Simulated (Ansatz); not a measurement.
Geometry optimisation, UKS PBE/def2-SVP (Ansatz 0.2.0).

input.yaml

```yaml
crystal:
  periodic: [false, false, false]
  atoms:
    - { symbol: W, position_ang: [-0.068429, 0.019044, -0.029272] }
    - { symbol: Cl, position_ang: [0.52536, 0.617243, 2.191588] }
    - { symbol: H, position_ang: [1.544751, -0.463449, 0.240928] }
    - { symbol: F, position_ang: [-0.178078, 1.882288, -0.325232] }
    - { symbol: F, position_ang: [-1.803928, -0.284459, 0.646119] }
    - { symbol: F, position_ang: [-0.161764, -1.831401, -0.312828] }
    - { symbol: O, position_ang: [0.314249, 0.073024, -1.879232] }
    - { symbol: H, position_ang: [0.555617, 0.928323, -2.296305] }
    - { symbol: H, position_ang: [-0.329978, -0.148211, 4.497133] }
magnetization:
  spin_polarized: true
  initial_magnetization: 1
basis:
  gaussian: { orbitals: def2-SVP }
hamiltonian:
  xc: pbe
relax:
  f_tol: 0.03
  max_steps: 50
```

Launched with:

```bash
$ ansatz run input.yaml --threads 4 --pin off --max-ram 5120MiB --backend cpu --events-out ev --progress --plain --runs-dir out
```

**Question.** Where does it end, and by what steps?

**Answer.** It converged. The force dipped under the threshold on the way, but the program's further checks kept it going. After 7 steps the energy has fallen by 0.036 eV; H9 moved furthest, 0.71 Å.

```json
{"step": "0", "energy less start (eV)": "0.0000", "largest force component (eV/Å)": "0.525", "accepted": "yes"}
{"step": "1", "energy less start (eV)": "-0.0074", "largest force component (eV/Å)": "0.204", "accepted": "yes"}
{"step": "2", "energy less start (eV)": "-0.0173", "largest force component (eV/Å)": "0.053", "accepted": "yes"}
{"step": "3", "energy less start (eV)": "-0.0209", "largest force component (eV/Å)": "0.045", "accepted": "yes"}
{"step": "4", "energy less start (eV)": "-0.0301", "largest force component (eV/Å)": "0.021", "accepted": "yes"}
{"step": "5", "energy less start (eV)": "-0.0342", "largest force component (eV/Å)": "0.025", "accepted": "yes"}
{"step": "6", "energy less start (eV)": "-0.0356", "largest force component (eV/Å)": "0.035", "accepted": "yes"}
{"step": "7", "energy less start (eV)": "-0.0362", "largest force component (eV/Å)": "0.021", "accepted": "yes"}
```

```xyz
9
Properties=species:S:1:pos:R:3
W -0.051 0.009 -0.104
Cl 0.593 0.674 2.031
H 1.544 -0.531 0.119
F -0.279 1.865 -0.404
F -1.762 -0.294 0.635
F -0.200 -1.826 -0.458
O 0.384 0.094 -1.945
H 0.604 0.964 -2.340
H -0.435 -0.162 5.200
```

Whether the end is a true minimum wasn't checked by a vibrational analysis.

The run took 31 s on 4 threads of Arm Neoverse V1, with other jobs on the host, peak memory 0.23 GiB.
